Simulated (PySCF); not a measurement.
# What a mistake does to a calculation on CGeH5OSi

These are calculations, not measurements. The program is PySCF 2.14.0, an open-source quantum chemistry code, run on an isolated molecule that a program drew, which may never have been made. The molecule is CGeH5OSi (charge 0, doublet), drawn as the SMILES string `[CH3][GeH][SiH]=O`.

Each row is a Hartree-Fock (HF) and frozen-core CCSD(T) single point in the cc-pV(D+d)Z basis, meant for a local HF minimum. Run 1 is clean. Each other run has one planted mistake out of seven kinds, and not every kind appears here: one electron removed, one electron added, multiplicity raised by two, geometry at a saddle point, minimal basis STO-3G, one bond length entered in bohr, all coordinates scaled. The reference is restricted for singlets and unrestricted otherwise, and also for a bond in bohr. Adding or removing an electron swaps singlet and doublet. Electrons count all cores. HOMO and LUMO are orbital energies over both spins, the gradient is its largest component, and the lowest frequency (negative if imaginary) is given only where the gradient is small. Bond lengths are over the 8 bonds as drawn. T1 is the CCSD diagnostic: over 0.02 (restricted) or 0.045 (unrestricted) a single reference is doubtful. Germanium has the cc-pVDZ-PP basis, with a core potential (ECP10MDF) in place of its 10 inner electrons, and its 3s, 3p and 3d shells are frozen in CCSD(T).

Geometry of the clean run:
```xyz
9
CGeH5OSi, angstrom
C    -0.5477    0.1138    1.1369
Ge    0.2707   -1.6636    1.3512
Si   -0.5885   -3.4137    0.0263
O    -0.4381   -4.8772    0.3312
H    -1.4740    0.1767    1.7111
H    -0.7651    0.3094    0.0863
H     0.1407    0.8775    1.5011
H     0.5216   -2.0279    2.8143
H    -1.1914   -2.9062   -1.2290
```

```
run,electrons,basis functions,<S^2>,HOMO (eV),LUMO (eV),gradient (hartree/bohr),lowest frequency (cm^-1),mean bond (Å),longest bond (Å),T1,HF (hartree),CCSD(T) (hartree),mistake
1,65,99,0.771,-8.71,0.14,3.4e-06,81,1.5140,2.357,0.0209,-697.92902,-698.49381,no fault
2,64,99,0.000,-16.24,-7.06,4.1e-02,-,1.5140,2.357,0.0277,-697.63967,-698.20267,one electron removed
3,65,99,1.456,-8.85,0.04,2.0e-02,-,1.6353,2.357,0.0534,-697.80285,-698.36428,?
4,65,99,3.775,-5.82,0.18,1.8e-01,-,1.5140,2.357,0.0394,-697.81938,-698.34092,?
```

**Which mistake was planted in run 3, and what did it cost?**

The mean bond changes by a factor of 1.080 and the longest by 1.000, so the molecule wasn't scaled as a whole. A length L in bohr read as angstrom grows by (1/0.5292 - 1) L = 0.890 L. The 8 bonds together grew by 8 x 0.1213 = 0.970 Å, which gives L = 1.091 Å. That is the length of one of the C-H bonds, 1.091 Å in the clean geometry. So the mistake is: one bond length entered in bohr. Subtracting run 1 and multiplying by 627.51 kcal/mol a hartree, the energy moved by 79.2 kcal/mol in HF and 81.3 kcal/mol in CCSD(T).

**Which mistake was planted in run 4, and what did it cost?**

Electrons, basis and geometry are unchanged, and <S^2> is 3.775, beside S(S+1) = 3.75 for a multiplicity of 4. So the mistake is: multiplicity raised by two. Subtracting run 1 and multiplying by 627.51 kcal/mol a hartree, the energy moved by 68.8 kcal/mol in HF and 95.9 kcal/mol in CCSD(T).

Cautions from the logs. Run 2: T1 is over the limit, so its CCSD(T) energy is less reliable; run 3: T1 is over the limit, so its CCSD(T) energy is less reliable.
